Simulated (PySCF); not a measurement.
# [BiCl4]+ relaxed at several levels

Computed with PySCF 2.14.0, def2-SVP on the ligands, density fitting, scalar-relativistic core potentials, no spin-orbit coupling, vacuum. Each row is relaxed at its own level from the same template. Distances are means of the shortest metal–ligand contacts, charges and spins Mulliken's; removal energies are rigid, with the ligand's formal charge and no counterpoise, so too large; for an anion taken off a cation in vacuum most of it is the attraction of opposite charges, and multiply charged cations can part far more cheaply with an electron moved from ligand to metal.

| level | basis on the metal | point group | M–Cl (Å) | charge on M (e) | HOMO–LUMO gap (eV) | removal of one Cl (eV) | strongest infrared band, degenerate modes summed (cm⁻¹) | unstable modes (below −25 cm⁻¹) |
| --- | --- | --- | --- | --- | --- | --- | --- | --- |
| PBE | def2-SVP with ECP60 | Td | 2.418 | 1.02 | 1.38 | 15.69 | 350 | 0 |

What does the calculation give for BP86, def2-SVP with ECP60?

point group: Td, M–Cl (Å): 2.423, charge on M (e): 1.02, HOMO–LUMO gap (eV): 1.34, removal of one Cl (eV): 15.61, strongest infrared band, degenerate modes summed (cm⁻¹): 346, unstable modes (below −25 cm⁻¹): 0.
```xyz
5

Bi    0.0052    0.2510    0.0000
Cl   -0.0241   -1.1600    1.9690
Cl   -0.0241   -1.1600   -1.9690
Cl    2.0137    1.6072    0.0000
Cl   -1.9452    1.6895    0.0000
```

One start shape was tried for each, so a minimum needn't be the lowest isomer.
